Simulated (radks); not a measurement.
Values are calculated unless marked as measured or tabulated.
Problem. Valence configurations of Os (all share [Xe]). Level of theory: Dirac Kohn-Sham, PBEsol, spin-unpolarised, spherical densities, finite nucleus; open shells fill j = l - 1/2 first; Fermi nuclear charge, rms radius 5.4126 fm (a radial shooting solver on a logarithmic mesh with Libxc functionals). Order these by energy: 4f12 5d8 6s2; 4f13.5 5d6.5 6s2; 4f14 5d8; 4f13 5d6 6s2 6p1; 4f14 5d7 6s1; 4f14 5d6 6s2; 4f13 5d7 6s2; 4f14 5d5.5 6s2 6p0.5; 4f14 5d6 6s1 6p1; 4f14 5d4 6s2 6p2.

Solution. From the lowest, in eV above it: 4f14 5d6 6s2 0.000; 4f14 5d7 6s1 0.818; 4f14 5d5.5 6s2 6p0.5 2.254; 4f14 5d8 2.324; 4f14 5d6 6s1 6p1 4.591; 4f14 5d4 6s2 6p2 11.815; 4f13.5 5d6.5 6s2 23.377; 4f13 5d7 6s2 49.007; 4f13 5d6 6s2 6p1 55.123; 4f12 5d8 6s2 107.24. NIST lists [Xe] 4f14 5d6 6s2 as the ground configuration; this level of theory agrees among the configurations tried. The energies are those of spherical spin-averaged densities, not of single terms.
